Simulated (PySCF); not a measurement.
**Badger's rule along the second period: bonds to Sm**

r²SCAN in PySCF with x2c-SVPall on every atom, spin-free X2C, for the lowest determinant that a PBE0 search found; no spin–orbit coupling. Badger's rule says that Re = d + c·k^(−1/3) for bonds between atoms of fixed rows.

```csv
molecule,state (unpaired electrons),Re (Å),k (mdyn/Å)
SmO,septet (f population 5.7),1.825,5.08
SmF,octet (f population 6.0),2.054,?
SmB,decet (f population 5.8),2.353,?
SmC,2S+1 = 11 (f population 6.0),2.372,1.34
```

Fix c and d from SmO and SmC.

c = (2.372 − 1.825)/(1.34^(−1/3) − 5.08^(−1/3)) = 1.681, d = 1.825 − c·5.08^(−1/3) = 0.847 Å.

Predict k of the others and set the computed values beside them.



```tsv
molecule	k by the rule	k computed	difference (%)
SmF	2.70	2.80	-4
SmB	1.39	1.36	2
```

The rule misses by 3 % on average, well for two fitted constants.

Spin–orbit coupling is left out. With d or f electrons several states lie close, and the lowest PBE0 determinant need not be the measured ground state.
